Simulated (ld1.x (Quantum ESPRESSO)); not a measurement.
## What one change does to a pseudopotential (boron, TM)

| Quantity | Value |
| --- | --- |
| Element | B |
| Generator | ld1.x (Quantum ESPRESSO) 7.5 |
| Type | norm-conserving Troullier–Martins (Kleinman–Bylander form) |
| Functional | PBE |
| Relativity | non-relativistic |
| Frozen core | [He] |
| Valence charge | 3 |
| Reference configuration | 2s2 2p1 |
| Partial waves | 2s (bound): rc 1.20 bohr; 2p (bound): rc 2.40 bohr; 3d channel at 0.35 Ry: rc 2.40 bohr |
| Local potential | all-electron potential smoothed inside 1.45 bohr (lloc = -2) |
| Core correction | none |

Change: wave 2s (bound): rc 1.20 bohr becomes 2s (bound): rc 1.06 bohr.

Cutoffs: the cutoffs (Ry, on a coarse ladder) from which the occupation-weighted sum of valence levels, in a spherical-Bessel basis at the reference potential, stays within 10 and 1 mRy of its value at 400 Ry; they do not see the model core or the augmentation charge, which bear on the density cutoff. Errors are all-electron minus pseudo energies relative to the spin-unpolarised reference configuration.

Task: How do hardness, ghosts and transferability respond?

Result: The potential gets harder (21 Ry and 55 Ry → 25 Ry and 70 Ry); of the 7 tests that both files solve, the error grows in 1 and shrinks in 1 by more than 15 % and 0.3 meV (median size 13.8 → 5.6 meV); neither file shows a bound ghost. A smaller radius makes the pseudo-wave follow the all-electron one further in, where it bends more sharply, so more plane waves are needed.

```tsv
quantity	base	changed
cutoff, loose	21 Ry	25 Ry
cutoff, tight	55 Ry	70 Ry
bound ghosts	none	none
error for 2s2 2p0, meV [ΔE 8.22 eV]	+41	+43
error for 2s1 2p0, meV [ΔE 33.64 eV]	+154	+155
error for 2s2 2p0.5, meV [ΔE 2.89 eV]	+5.2	+5.6
error for 2s1 2p1, meV [ΔE 14.36 eV]	-17	-16
error for 2s1 2p2, meV [ΔE 5.84 eV]	-1.7	+3.3
error for 2s2 2p1.3, meV [ΔE -0.74 eV]	+0.4	+0.5
error for 2s0 2p3, meV [ΔE 11.71 eV]	-14	+4.5
s: phases at 2.61 bohr within 0.05 rad from the reference energy up to (Ry; the scan ends near 5)	2.0	2.0
p: phases at 2.61 bohr within 0.05 rad from the reference energy up to (Ry; the scan ends near 5)	1.7	1.7
d: phases at 2.61 bohr within 0.05 rad from the reference energy up to (Ry; the scan ends near 5)	to the end of the scan	to the end of the scan
```
